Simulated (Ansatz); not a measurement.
Isolated molecules relaxed with PBE0-D4/def2-TZVP in Ansatz; ΔE leaves out vibrations. CCSD(T)/CBS is the MP2 limit (def2-TZVPP, def2-QZVPP) plus CCSD(T) − MP2 in def2-TZVPP, frozen cores. This one scheme is used for every species. DFT in def2-TZVPP. HSE06 is defined as in plane-wave codes. No spin–orbit coupling; open shells (•) take unrestricted orbitals. def2 core potentials past Kr. For In outer-core shells are correlated without core-valence functions, which leaves a few kJ/mol of doubt a bond. Each species was taken in one conformer, which may not be the lowest.

Consider the homolysis of the In–S bond: `[SH][In]([SH])[Cl]` → `[SH][In][Cl]`• + `[SH]`•.

```
             level  ΔE (kcal/mol)  difference from CCSD(T)/CBS
            PBE-D4           70.5                         -4.6
           PBE0-D4           71.3                         -3.8
           ωB97X-V           74.2                         -0.9
              PBE0           69.8                         -5.3
             HSE06           69.8                         -5.3
           LC-ωPBE           71.3                         -3.8
     HF/def2-TZVPP           48.5                        -26.6
   CCSD/def2-TZVPP           69.0                         -6.1
CCSD(T)/def2-QZVPP           73.6                         -1.5
      HF/CBS(def2)           48.3                        -26.8
       CCSD(T)/CBS           75.1                            0
```

**Question.** What do rigid-rotor, harmonic-oscillator terms from PBE0-D4/def2-TZVP frequencies (298.15 K, 1 bar) make of the CCSD(T)/CBS value? (Estimate.)

**Answer.** Computed: ΔZPE = -2.3 kcal/mol, ΔH = +73.4 kcal/mol, ΔS = 152 J/(mol·K), ΔG = +62.5 kcal/mol. Open shells count their whole term as degenerate.

Largest T1 diagnostic among the species: 0.018.

From BLYP to BHLYP (50 % exact exchange), in def2-TZVPP and without D4, ΔE moves by +3.6 kcal/mol. Leaving LDA and LC-ωPBE aside and taking each functional with its dispersion term where it has one, the values, not all of them listed here, spread over 10.1 kcal/mol, from BLYP-D4 to ωB97X-V. LDA lies +13.6 kcal/mol from PBE without D4, its usual overbinding.
